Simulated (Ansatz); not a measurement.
Se₅⁺, relaxed as a doublet with UKS r2SCAN-D4/def2-SVP in Ansatz, starting from the GFN2-xTB geometry. Force threshold 0.02 eV/Å.

The charge 1 doublet is spin-contaminated (final ⟨S²⟩ up to 0.89, 0.75 for a pure state). The relaxation made no stability test and no search for a lower SCF solution. Another isomer (doublet) lies 1.23 eV lower at PBE0-D4/def2-TZVP; other spin states weren't run for this one.

Start:

```csv
atom,x (Å),y (Å),z (Å)
Se1,0.369,-0.570,-0.282
Se2,2.552,-0.210,2.718
Se3,-1.568,0.568,-1.191
Se4,0.734,0.552,1.835
Se5,-2.087,-0.340,-3.080
```

| step | energy (eV) | largest force component (eV/Å) | SCF passes |
| --- | --- | --- | --- |
| 1 | -326701.1490 | 0.324 | 24 |
| 2 | -326701.1499 | 0.338 | 26 |
| 3 | -326701.1597 | 0.064 | 27 |
| 4 | -326701.1605 | 0.034 | 28 |
| 5 | -326701.1648 | 0.065 | 32 |
| 6 | -326701.1668 | 0.007 | 24 |

Force components are those of the run's own axes.

End:

```xyz
5

Se    0.326   -0.445   -0.251
Se    2.561   -0.318    2.632
Se   -1.625    0.605   -1.192
Se    0.729    0.597    1.881
Se   -1.991   -0.439   -3.071
```

By distances, no bond broke or formed. The bond that changes most is Se3–Se5, from 2.16 to 2.18 Å (atoms count from 1).

No frequencies were taken in this run, so the end may be a saddle point.

It took 26 s on 4 threads of AMD EPYC 7B13 on a shared host.
